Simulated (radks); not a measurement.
Dipole-allowed excitations along the series with 46 electrons in [Kr] 4d10. Calculated with a radial shooting solver on a logarithmic mesh with Libxc functionals: scalar-relativistic Kohn-Sham, PBE, spin-polarised, spherical densities, finite nucleus; Fermi nuclear charge, rms radius of each element as measured or else 0.836 A^(1/3) + 0.57 fm. Time-dependent linear response with the Hartree and adiabatic LDA kernel, continuum included through the Sternheimer equations, no spin-orbit coupling, so fine structure and intercombination lines are absent. Lines are the poles of the dipole polarisability below minus the highest occupied eigenvalue, found on a grid refined at the orbital gaps; the lowest seven at most are given, and weak or close lines can be missed. The first line takes the name of the lowest orbital gap if no other gap lies below it; otherwise a line is named after a gap within 0.6 % of it, if that gap stands alone.

species  -e(HOMO) (eV)  lowest orbital gap (eV)  first line (eV)      f  strongest line (eV)  its f  static alpha (bohr^3)
Cd2+            30.444             4d-5p 15.851   16.466 (4d-5p)  0.719            the first  0.719                  5.673
In3+            47.888             4d-5p 23.216   23.937 (4d-5p)  0.816            the first  0.816                  3.530
Sn4+            67.686             4d-5p 31.361   32.172 (4d-5p)  0.880  52.010 (unassigned)   1.72                  2.421
